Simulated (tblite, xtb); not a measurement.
C₆H₁₈Si₂, triplet, at the geometry of the source list (a higher spin typed on purpose: for a closed-shell molecule this is an excited state). Base run: GFN1-xTB (xtb).

Here is a job for xtb.
```
$ xtb mol.xyz --gfn 1 --uhf 2 --json

# file mol.xyz
26

C     -1.84850000    -0.74300000    -1.64770000
Si    -1.15770000    -0.18740000     0.04890000
C     -2.10160000     1.39700000     0.56170000
C     -1.59250000    -1.55100000     1.31990000
Si     1.15780000     0.18740000    -0.04890000
C      1.84850000     0.74300000     1.64770000
C      1.59250000     1.55100000    -1.31990000
C      2.10160000    -1.39700000    -0.56170000
H     -1.37780000    -1.66340000    -1.97980000
H     -1.66660000     0.00880000    -2.40990000
H     -2.92000000    -0.91890000    -1.61220000
H     -3.17450000     1.23330000     0.60970000
H     -1.78080000     1.74500000     1.53910000
H     -1.92600000     2.20330000    -0.14420000
H     -2.66250000    -1.73150000     1.37220000
H     -1.11520000    -2.49210000     1.06340000
H     -1.25870000    -1.27820000     2.31660000
H      2.92000000     0.91890000     1.61220000
H      1.37780000     1.66340000     1.97980000
H      1.66660000    -0.00880000     2.40990000
H      1.25870000     1.27820000    -2.31660000
H      1.11520000     2.49210000    -1.06340000
H      2.66250000     1.73150000    -1.37220000
H      1.78080000    -1.74500000    -1.53910000
H      1.92600000    -2.20330000     0.14420000
H      3.17450000    -1.23330000    -0.60970000
```

Programs used: tblite, xtb; a row that names a program was run with it.

Variants of this job, named by their change:

```json
[
 {"change": "base", "ΔE vs base (mEh)": "0.000", "G_solv (kcal/mol)": "-", "SCF cycles": "9"},
 {"change": "alpb = methanol", "ΔE vs base (mEh)": "-8.230", "G_solv (kcal/mol)": "-5.19", "SCF cycles": "9"},
 {"change": "program = tblite; method = gfn1; option = (--efield, 0,0,0.1)", "ΔE vs base (mEh)": "-0.222", "G_solv (kcal/mol)": "-", "SCF cycles": "-"},
 {"change": "alpb = benzene", "ΔE vs base (mEh)": "-13.212", "G_solv (kcal/mol)": "-8.29", "SCF cycles": "9"},
 {"change": "alpb = acetonitrile", "ΔE vs base (mEh)": "-8.275", "G_solv (kcal/mol)": "-5.20", "SCF cycles": "9"},
 {"change": "gbsa = methanol", "ΔE vs base (mEh)": "-7.380", "G_solv (kcal/mol)": "-4.65", "SCF cycles": "9"},
 {"change": "etemp = 5000", "ΔE vs base (mEh)": "-36.337", "G_solv (kcal/mol)": "-", "SCF cycles": "9"}
]
```

ALPB and GBSA are two models with their own fitted parameters for each solvent, which aren't always the measured dielectric constant.
